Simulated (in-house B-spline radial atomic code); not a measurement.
In⁺. Computed with a B-spline radial atomic code. Model: non-relativistic spherical atom: semilocal Troullier-Martins pseudo-atom, one channel per l, against all electrons, high spin, G0W0 and RPA with empty states to l = 8, local potential for every l without a channel, a model core (radius 0 = none) keeps its share of the functional.

Without relativity these are model numbers for so heavy an element.

What the tables leave out is listed at the end.

The pseudopotential gives back the lowest level of each angular momentum of its own functional in the configuration it was made in; a second state of the same l is only approximately right. Exact exchange, RPA and GW see the smooth pseudo-orbitals and miss the exchange with the core, for which the functional's share stands in. The column with an uncorrelated core keeps all orbitals and exact exchange, and so separates missing core correlation from pseudisation. Only the three outermost levels and the lowest empty one were computed. RPA here is direct RPA, with no exchange kernel, and its energies carry an (l + 1/2)⁻⁴ tail. A hybrid on a potential with a model core restores only its own semilocal share of the core's exchange.

Command:
```bash
python run_psgw.py task.json out
```
Settings (lengths in bohr, energies in hartree):
```
Z                      49
electrons              48
configuration          [Kr] 4d10 5s2
generated_in           [Kr] 4d10 5s2 5p1
functional             pbe,pbe
core_shells            8
radius_factor          1
core_correction        True
ion_configuration      [Kr] 4d10 5s1
```

Cost of the run: 73 s on 1 thread of Arm Neoverse N1, on a shared host.

Given: made with PBE; model core radius 0.749 bohr; local radius 1.231 bohr; mean-field start PBE.

Valence shells of the generating configuration: 4d, 5s, 5p.

Channel: s 2.253, p 2.919, d 0.933 (radii in bohr).

Computed: largest level miss in the spin-unpolarised generating configuration 0.002 eV; all-electron RPA polarisability, core included 22.166 bohr³; pseudo-atom RPA polarisability 22.137 bohr³; ionisation by mean-field all-electron 18.126 eV; ionisation by mean-field pseudo minus all 0.01 eV; ionisation by RPA all-electron 18.463 eV; ionisation by RPA pseudo minus all 0.708 eV.

```
     level  occupied  mean-field all-electron (eV)  mean-field pseudo minus all (eV)  G0W0 all-electron (eV)  G0W0 uncorrelated core minus all (eV)  G0W0 pseudo minus all (eV)  exchange self-energy all-electron (eV)  exchange self-energy pseudo (eV)
        5s         1                        -14.23                            -0.002                 -18.319                                  0.031                      -0.394                                 -13.174                           -11.811
5p (empty)         0                       -8.4685                            -0.003                 -5.9044                                  0.018                      -0.199                                 -3.8851                            -3.409
```

What is the valence RPA correlation energy pseudo?

-1.0738 hartree.

What is the valence RPA correlation energy all-electron orbitals?

-0.71045 hartree.

Given: mean-field start PBE0.

Computed: valence RPA correlation energy all-electron orbitals -0.66866 hartree; all-electron RPA polarisability, core included 20.093 bohr³; pseudo-atom RPA polarisability 19.681 bohr³; ionisation by mean-field all-electron 17.832 eV; ionisation by mean-field pseudo minus all 0.239 eV; ionisation by RPA all-electron 18.287 eV.

```csv
level,occupied,mean-field all-electron (eV),mean-field pseudo minus all (eV),G0W0 all-electron (eV),G0W0 uncorrelated core minus all (eV),G0W0 pseudo minus all (eV),exchange self-energy all-electron (eV),exchange self-energy pseudo (eV)
5s,1,-15.015,-0.206,-18.26,0.034,-0.573,-12.997,-11.903
5p (empty),0,-7.6793,-0.197,-5.8614,0.018,-0.204,-3.6236,-3.4098
```

What is the valence RPA correlation energy pseudo?

-1.0336 hartree.

What is the ionisation by RPA pseudo minus all?

0.773 eV.

Among the listed levels the largest G0W0 shift of the pseudo-atom is -0.57 eV, for 5s on the PBE0 start, while leaving the core uncorrelated moves that level by +0.03 eV. So pseudisation and the lost core exchange, not the missing core correlation, make the error. Not in the tables (levels of low weight, unsolved or above zero; the highest and the empty levels are kept at any weight): on PBE the G0W0 levels 4d (pseudo minus all +3.33 eV, weights 0.34 and 0.74); on PBE0 the G0W0 levels 4d (pseudo minus all +3.72 eV, weights 0.75 and 0.77); no Hartree-Fock pseudo-atom is run with a model core.
